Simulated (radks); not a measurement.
Q: The mean radii <r> (bohr) of the occupied orbitals of an atom or ion are listed with their occupations. All-electron calculation, scalar-relativistic Kohn-Sham, r2SCAN, spin-unpolarised, spherical densities, finite nucleus; meta-GGA in the generalised Kohn-Sham scheme; Fermi nuclear charge, rms radius of each element as measured or else 0.836 A^(1/3) + 0.57 fm. Program: a radial shooting solver on a logarithmic mesh with Libxc functionals.

orbital  occ.      <r>
1s          2  0.04275
2s          2   0.1893
2p          6   0.1654
3s          2   0.5489
3p          6   0.5608
3d         10   0.5784
4s          1    1.429

Name the element and its charge.

A: Z = 35, bromine, charge +6: Br6+ in [Ar] 3d10 4s1. The 1s radius gives Z: for a bare nucleus <r> = (2 gamma + 1)/(2Z) with gamma = sqrt(1 - (Z/c)^2), 0.04191 bohr for Z = 35, and screening makes it slightly larger (0.04275 here). The occupations add up to 29, and the charge is Z minus that.
